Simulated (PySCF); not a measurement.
**[CeF3(NH3)]+ at several levels of theory**

Computed with PySCF 2.14.0 (density fitting, no spin-orbit coupling) at the geometry relaxed with PBE0:

```xyz
8
[CeF3(NH3)]+ (singlet)
Ce    0.0671   -0.0671    0.0671
F     1.1475    1.2153    1.1475
F    -1.2153   -1.1475    1.1475
F     1.1475   -1.1475   -1.2153
N    -1.3840    1.3840   -1.3840
H    -2.0085    2.0085   -0.8572
H    -0.8572    2.0085   -2.0085
H    -2.0085    0.8572   -2.0085
```

| level | basis | state | HOMO (eV) | gap (eV) | charge on Ce1 (e) | population of f-type functions on Ce1 (polarisation alone where 4f lies in the core) | dipole about the centre of mass (D) | largest force component (eV/Å) |
| --- | --- | --- | --- | --- | --- | --- | --- | --- |
| PBE0 | Ce lcecp-2-SVP with ECP46, F def2-SVP, N def2-SVP, H def2-SVP | singlet | – | – | 1.83 | 0.19 | 7.77 | 0.01 |
| M06-L | the same | singlet | – | – | 1.91 | 0.18 | 7.62 | 0.26 |
| TPSSh | the same | singlet | – | – | 1.78 | 0.19 | 7.65 | 0.20 |

In the lcecp rows the 4f levels are missing from HOMO and gap, and the state counts the valence alone.

Charges are Mulliken's, which hang on the basis. The relaxation used the grid (50, 194), these runs (75, 302) or, all-electron (x2c bases, spin-free X2C Hamiltonian), (99, 590).

Task: What does PBE0 with Ce lcecp-2-TZVP with ECP46, F def2-TZVP, N def2-TZVP, H def2-TZVP give here?

Result: state singlet, charge on Ce1 (e) 2.01, population of f-type functions on Ce1 (polarisation alone where 4f lies in the core) 0.24, dipole about the centre of mass (D) 7.77, largest force component (eV/Å) 0.29. Time: 8.8 s on 2 threads of AMD EPYC 9B45 (Zen 5), with other jobs on the host, from free ions and atoms.
